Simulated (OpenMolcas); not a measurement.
C: effect of the IPEA shift

- Program: OpenMolcas 26.06
- Basis: ANO-RCC-VQZP [5s4p3d2f1g]
- Scalar Hamiltonian: DKH2, point nucleus
- Active space: 4 electrons in 9 orbitals (RAS2 2s 2p; RAS3 3d, at most 2 electrons)
- State averaging: 2S+1 = 3 even, 3 roots; 2S+1 = 1 even, 6 roots; 2S+1 = 5 odd, 1 root; 2S+1 = 3 odd, 8 roots
- Spin-orbit coupling: state interaction with AMFI integrals over the reference wave functions, term energies averaged over their components

Methods on the same reference wave functions:
A. RASSCF
B. SS-RASPT2, IPEA 0.25 Eh, imaginary shift 0.1 Eh (closed shells correlated: 1s)
C. SS-RASPT2, IPEA 0.5 Eh, imaginary shift 0.1 Eh (closed shells correlated: 1s)

Energies in cm-1 above 2s2 2p2 3P0, the measured ground level; measured values from NIST Handbook of Basic Atomic Spectroscopic Data.

```csv
Level,A,B,C,Measured
2s2 2p2 3P0,0.0,0.0,0.0,0.0
2s2 2p2 3P1,15.0,15.1,15.0,16.4
2s2 2p2 3P2,44.9,44.9,44.9,43.4
2s2 2p2 1D2,12666,10350,10380,10193
2s2 2p2 1S0,26367,21630,21870,21648
2s 2p3 5S* 2,30275,32340,32420,33735
2s 2p3 3D* 1,66599,63560,63860,64090
2s 2p3 3D* 2,66599,63560,63860,64091
2s 2p3 3D* 3,66600,63560,63860,64087
2s 2p3 3P* 2,81435,76890,77240,75255
2s 2p3 3P* 1,81435,76890,77240,75254
2s 2p3 3P* 0,81435,76890,77240,75256
```

Deviations, from unrounded energies. A percentage is the sum of absolute deviations over the sum of measured energies, with the sign that they share, or ± where signs differ.

```csv
Against measurement,Levels,A,B,C
mean absolute deviation (cm-1),11,3300,730,760
fine structure of the ground term (%),2,±4.8,±4.8,±4.8
other terms of the ground configuration (%),2,+22.6,±0.6,+1.3
other configurations (%),7,±6.5,±1.7,±1.8
```

B, C lie about equally close to measurement and A furthest from it. The largest miss of B in the table is 2s 2p3 3P* 1, by +1600 cm-1. The ranking rests on the paired levels alone, and a cruder setting can come out closer through cancelling errors.

Between B and C the level of the table that moves most is 2s 2p3 3P* 0, by 350 cm-1 (lowest in B, highest in C). Moves below CASPT2's spread within the term are not significant.

The mean deviations of B to C differ by less than CASPT2's widest spread within a term (47 cm-1), so their order carries little weight.

From A to B the spin-free energies of the other terms of 2s2 2p2 shown, above 3P, scale by a factor of 0.82.

The lowest spin-free term lies below A's lowest term by 0.046 hartree in B, 0.045 hartree in C.

CASPT2 breaks the degeneracy within a term, and the mean is taken; among the terms shown or strongly mixed into the levels shown the widest spread is 47 cm-1 (2s2 2p2 1D, C). Active for correlation alone: 3d; no level in the range computed is led by a configuration that fills it, so any true level of that kind is missing. Without dynamic correlation excited terms often stand tens of per cent too high (terms of higher spin than the ground term too low), and those without a measured partner can miss by more than the paired ones (holds for A). Measured partners are found by configuration, term and J. A level has none where our copy of the source lacks it or the pairing is in doubt (some pairs that miss far off the trend of their configuration count as doubtful), and it then counts in no deviation. Levels of configurations outside the active space are missing.

* marks odd parity.
